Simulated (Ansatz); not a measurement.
Program: Ansatz. Geometries: PBE0-D4/def2-TZVP. ΔE: electronic, gas phase. CCSD(T)/CBS adds triple-zeta CCSD(T) − MP2 to the extrapolated MP2 energy (def2 sets, frozen cores). Functionals use def2-TZVPP. B3LYP here is the variant with VWN-RPA as its local correlation; programs differ in this. For As outer-core shells are correlated without core-valence functions, which leaves a few kJ/mol of doubt a bond. Scalar relativity is left out up to krypton. Each species was taken in one conformer, which may not be the lowest.

Reaction (ligand exchange at the Si–S bond): `O=C([SiH3])S[SiH3]` + `C[AsH]C` → `C[As](C)[SiH3]` + `O=C([SiH3])S`

`O=C([SiH3])S[SiH3]`:

Z-matrix (Å, degrees):
```
Si
C 1 1.926
H 1 1.484 2 108.2
H 1 1.481 2 107.9 3 -120.6
H 1 1.484 2 108.2 3 118.8
S 2 1.790 1 114.8 3 -59.7
O 2 1.205 1 123.3 3 120.3
Si 6 2.159 2 95.5 1 179.9
H 8 1.479 6 110.5 2 -62.1
H 8 1.484 6 103.3 2 -180.0
H 8 1.479 6 110.5 2 62.1
```

`C[AsH]C`:

Z-matrix (Å, degrees):
```
C
As 1 1.968
H 1 1.090 2 109.3
H 1 1.091 2 108.5 3 117.9
H 1 1.090 2 111.9 3 -121.4
C 2 1.968 1 97.5 3 168.3
H 2 1.527 1 95.3 3 72.2
H 6 1.090 2 111.9 1 -46.9
H 6 1.091 2 108.5 1 73.8
H 6 1.090 2 109.3 1 -168.2
```

`C[As](C)[SiH3]`:

```xyz
13

C    -1.610    0.616   -0.439
As   -0.305   -0.845   -0.698
C     1.224    0.271   -1.262
Si    0.333   -0.996    1.568
H    -2.492    0.225    0.068
H    -1.192    1.440    0.141
H    -1.911    0.984   -1.421
H     1.371    1.127   -0.603
H     2.129   -0.338   -1.274
H     1.034    0.625   -2.276
H     1.530   -1.871    1.699
H     0.664    0.347    2.127
H    -0.776   -1.583    2.368
```

`O=C([SiH3])S`:

Z-matrix (Å, degrees):
```
Si
C 1 1.927
H 1 1.482 2 107.1
H 1 1.484 2 110.0 3 120.6
H 1 1.482 2 107.1 3 -118.8
S 2 1.785 1 115.2 3 -120.6
O 2 1.201 1 121.5 3 59.4
H 6 1.346 2 95.2 1 -180.0
```

| level | ΔE (kJ/mol) | difference from CCSD(T)/CBS |
| --- | --- | --- |
| PBE-D4 | 26.1 | -8.1 |
| r2SCAN-D4 | 32.1 | -2.1 |
| B3LYP | 32.2 | -2.0 |
| MP2/def2-TZVPP | 36.2 | 2.0 |
| SCS-MP2/def2-TZVPP | 37.0 | 2.8 |
| CCSD/def2-TZVPP | 34.4 | 0.2 |
| CCSD(T)/def2-TZVPP | 34.2 | 0.0 |
| HF/def2-QZVPP | 41.5 | 7.3 |
| MP2/def2-QZVPP | 36.5 | 2.3 |
| MP2/CBS(def2) | 36.3 | 2.1 |
| CCSD(T)/CBS | 34.2 | 0 |

Largest T1 diagnostic among the species: 0.017.

In def2-TZVPP, CCSD(T) changes the Hartree–Fock value by −6.7 kJ/mol (the triples alone add −0.2 kJ/mol) and MP2 by −4.7 kJ/mol. From PBE to PBE0 (25 % exact exchange), in def2-TZVPP and without D4, ΔE moves by +3.1 kJ/mol.
